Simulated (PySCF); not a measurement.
# Computed records: Al₂H₃NO, Al₂HN, AlBH₄N₂

All values are calculated (PySCF 2.14.0). Calculation on a computer-drawn molecule: optimised geometry and harmonic frequencies of an isolated molecule of the commonest isotopes, restricted reference for singlets and unrestricted otherwise, frozen core in MP2.

Common to all runs: charge 0; multiplicity 1; basis cc-pV(D+d)Z.

(1) Al₂H₃NO

Start structure:
```xyz
7
Al2H3NO
N      1.7529    -2.1846     0.6088
Al     1.9050    -0.7992    -0.1808
Al     2.1062     1.4421    -1.4586
O      0.7130     2.2745    -1.8976
H      1.6689    -3.0427     1.0975
H      3.4829     2.0799    -1.8552
H     -0.2028     2.0949    -1.7702
```

It was run with method MP2.

It finds rotational constants 18.78, 1.625, 1.495 GHz; total energy -615.4011 hartree; convergence status largest gradient component 3.148e-05 hartree/bohr.

Drawn bonds:
```csv
atom,other atom,order
1,2,2
2,3,1
3,4,1
1,5,1
3,6,1
4,7,1
```

Optimised structure:
```xyz
7
Al2H3NO
N      1.6822    -2.1737     0.6044
Al     1.9962    -0.7691    -0.2009
Al     2.1331     1.4574    -1.4679
O      0.7055     2.2898    -1.9048
H      1.6073    -3.0495     1.1033
H      3.4835     2.1382    -1.8884
H     -0.1816     1.9718    -1.7019
```

Modes:
```csv
frequency (cm⁻¹),reduced mass (dalton)
44.59,8.827
56.3,8.206
161.9,6.331
329.4,9.349
356.7,1.337
437.9,1.11
456.3,1.101
516.2,1.113
593.1,1.161
690.2,1.208
852.5,5.68
1054,9.301
2007,1.044
3742,1.086
3928,1.068
```

(2) Al₂HN

Start structure:
```xyz
4
Al2HN
N      1.0868    -1.0515     0.6909
Al     2.6230    -0.4281     0.3943
Al     5.0280     0.6485     0.2231
H      0.1954    -1.5251     0.3321
```

Here we set method HF.

The calculation gives: rotational constants 2.329, 2.329 GHz; total energy -538.8004 hartree; convergence status largest gradient component 5.015e-06 hartree/bohr.

Drawn bonds:
```csv
atom,other atom,order
1,2,2
2,3,1
1,4,1
```

Optimised structure:
```xyz
4
Al2HN
N      1.0875    -1.0976     0.4692
Al     2.5570    -0.4453     0.3934
Al     5.1068     0.6863     0.2618
H      0.1819    -1.4996     0.5160
```

Modes:
```csv
frequency (cm⁻¹),reduced mass (dalton)
89.81,8.604
89.81,8.604
263.6,19.22
548.2,1.156
548.2,1.156
1190,9.344
3978,1.086
```

(3) AlBH₄N₂

Start structure:
```xyz
8
AlBH4N2
N      0.2676     2.7239    -2.0786
Al     0.6757     1.1653    -1.6833
B      1.1308    -0.9249    -1.2461
N      0.6469    -1.8725    -2.1052
H      0.5821     3.5111    -1.5154
H      1.7727    -1.2696    -0.3545
H      0.8325    -2.8655    -2.0333
H      0.1323    -1.6490    -2.9723
```

Here we set method HF.

The calculation gives: rotational constants 39.77, 2.368, 2.235 GHz; total energy -377.8220 hartree; convergence status largest gradient component 2.24e-05 hartree/bohr.

Drawn bonds:
```csv
atom,other atom,order
1,2,2
2,3,1
3,4,1
1,5,1
3,6,1
4,7,1
4,8,1
```

Optimised structure:
```xyz
8
AlBH4N2
N      0.4856     2.7092    -1.7603
Al     0.7766     1.1520    -1.5294
B      1.1332    -0.9501    -1.2743
N      0.6443    -1.8864    -2.1691
H      0.3181     3.6777    -1.8830
H      1.7713    -1.3453    -0.3375
H      0.8080    -2.8671    -2.0545
H      0.1034    -1.6712    -2.9805
```

Modes:
```csv
frequency (cm⁻¹),reduced mass (dalton)
106.3,5.12
148.8,4.291
296.3,5.556
498.9,1.266
499.3,2.374
542,1.386
573,1.257
657.2,1.28
954.2,1.081
966.9,1.142
1209,1.785
1233,3.908
1393,3.909
1766,1.208
2694,1.094
3800,1.052
3903,1.098
3996,1.086
```
